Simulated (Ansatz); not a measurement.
Calculated with Ansatz (gas phase, PBE0-D4/def2-TZVP geometries, no zero-point term in ΔE). CCSD(T)/CBS is the MP2 limit (def2-TZVPP, def2-QZVPP) plus CCSD(T) − MP2 in def2-TZVPP, frozen cores. This one scheme is used for every species. DFT in def2-TZVPP. B3LYP here is the variant with VWN-RPA as its local correlation; programs differ in this. For Br outer-core shells are correlated without core-valence functions, which leaves a few kJ/mol of doubt a bond. Scalar relativity is left out up to krypton.

Reaction (hydrogenolysis of a C–Br bond): `F[C@@H]1O[C@H]1Br` + H₂ → `FC1CO1` + HBr

| level | ΔE (kJ/mol) | difference from CCSD(T)/CBS |
| --- | --- | --- |
| LDA (SPW92) | -64.1 | 8.7 |
| B97M-V | -74.3 | -1.5 |
| B3LYP-D4 | -70.2 | 2.6 |
| CAM-B3LYP-D4 | -77.3 | -4.5 |
| ωB97X-V | -72.9 | -0.1 |
| PBE-QIDH | -75.0 | -2.2 |
| revPBE | -67.1 | 5.7 |
| HF/def2-SVP | -111.0 | -38.2 |
| HF/def2-TZVPP | -99.5 | -26.7 |
| MP2/def2-QZVPP | -66.3 | 6.5 |
| CCSD(T)/CBS | -72.8 | 0 |

Largest T1 diagnostic among the species: 0.012.

Leaving LDA and LC-ωPBE aside and taking each functional with its dispersion term where it has one, the values, not all of them listed here, spread over 24.5 kJ/mol, from BHLYP-D4 to revPBE-D4. At CCSD(T), def2-SVP lies −13.5 kJ/mol from the extrapolated value and def2-TZVPP −0.5 kJ/mol. From r2SCAN to r2SCAN0 (25 % exact exchange), in def2-TZVPP and without D4, ΔE moves by −8.0 kJ/mol.

CCSD(T)/CBS has its own doubt, a few kJ/mol and more with outer-core shells, so smaller differences from it don't rank the levels.
